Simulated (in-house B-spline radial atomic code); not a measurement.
Radial electron density of Ni⁷⁺, [Ar] 3d3. Computed with an all-electron radial atomic-structure program (B-spline basis): non-relativistic M06-2X, spin-polarised, spherical fractional occupations, point nucleus.

Caution: exact exchange at fractional occupations of open shells leaves self-interaction of up to several eV.

Columns: r (bohr), 4πr²n(r) (electrons per bohr), bar.

```
 0.00241   0.9541 #
 0.00287    1.319 ##
 0.00342    1.816 ##
 0.00406    2.469 ###
 0.00484    3.359 ####
 0.00575    4.505 #####
 0.00685    6.012 #######
 0.00815    7.914 #########
 0.00969    10.26 ############
  0.0115    13.07 ###############
  0.0137     16.4 ###################
  0.0163    20.09 #######################
  0.0194    23.96 ############################
  0.0231    27.71 ################################
  0.0275     30.9 ####################################
  0.0327    33.03 ######################################
   0.039    33.75 #######################################
  0.0464    32.92 ######################################
  0.0552    30.92 ####################################
  0.0656    28.59 #################################
  0.0781    27.11 ###############################
  0.0929    27.63 ################################
   0.111    30.55 ###################################
   0.132    34.69 ########################################
   0.157    37.92 ############################################
   0.186    37.92 ############################################
   0.222    33.46 #######################################
   0.264    26.05 ##############################
   0.314    18.76 ######################
   0.373    14.82 #################
   0.444    15.08 #################
   0.529     17.3 ####################
   0.629    17.97 #####################
   0.749    15.39 ##################
   0.891    10.67 ############
    1.06     5.82 #######
    1.26    2.454 ###
     1.5   0.7815 #
    1.79   0.1761 
    2.12   0.0311 
    2.53 0.003559
```

On this grid the curve has 3 maxima, near 0.039, 0.157, 0.629 bohr.

The 3p down radial function P(r) = rR(r), positive near the nucleus:

| r (bohr) | P |
| --- | --- |
| 0.00241 | 0.001454 |
| 0.00342 | 0.002887 |
| 0.00484 | 0.005669 |
| 0.00685 | 0.01104 |
| 0.00969 | 0.02125 |
| 0.0137 | 0.04017 |
| 0.0194 | 0.07441 |
| 0.0275 | 0.1336 |
| 0.039 | 0.2289 |
| 0.0552 | 0.3659 |
| 0.0781 | 0.5305 |
| 0.111 | 0.6652 |
| 0.157 | 0.644 |
| 0.222 | 0.3296 |
| 0.314 | -0.2949 |
| 0.444 | -0.9843 |
| 0.629 | -1.287 |
| 0.891 | -1.006 |
| 1.26 | -0.4708 |
| 1.79 | -0.1144 |
| 2.53 | -0.01183 |
